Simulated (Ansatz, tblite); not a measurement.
Forces on Zr(NH2)2Cl2 (ZrN₂Cl₂H₄) at its B3LYP-D4/def2-SVP geometry. The state is a singlet with charge 0.

In the def2 sets Zr takes a core potential; there is no spin–orbit coupling. The xTB rows come from tblite.

GFN1-xTB (tblite), largest force 0.92 eV/Å:

```xyz
9
positions Å, forces eV/Å
Zr    0.232    0.630    0.006   -0.117   -0.074   -0.036
N     1.216   -1.021    0.611   -0.393    0.761   -0.255
H     1.846   -1.582    0.036   -0.044   -0.007    0.150
H     1.254   -1.373    1.569    0.066   -0.046   -0.134
N    -1.577   -0.021   -0.612    0.821    0.303    0.280
H    -1.932   -0.976   -0.620   -0.067    0.129   -0.044
H    -2.303    0.596   -0.980   -0.008   -0.147    0.017
Cl    1.348    1.628   -1.846   -0.399   -0.367    0.706
Cl   -0.084    2.120    1.836    0.141   -0.553   -0.683
```

GFN2-xTB (tblite), largest force 0.87 eV/Å:

```
Zr 0.017 0.309 -0.035
N -0.051 0.389 -0.073
H 0.046 -0.087 -0.063
H -0.016 -0.065 0.095
N 0.423 0.169 0.143
H -0.060 -0.111 -0.008
H -0.144 0.100 -0.071
Cl -0.391 -0.255 0.734
Cl 0.176 -0.449 -0.723
```

PBE0-D4/def2-TZVP (Ansatz), largest force 0.39 eV/Å:

```
Zr -0.028 -0.039 -0.006
N 0.147 -0.169 0.079
H -0.242 0.231 0.186
H -0.036 0.158 -0.347
N -0.220 -0.036 -0.081
H 0.183 0.340 0.025
H 0.285 -0.203 0.140
Cl -0.128 -0.112 0.220
Cl 0.041 -0.170 -0.216
```
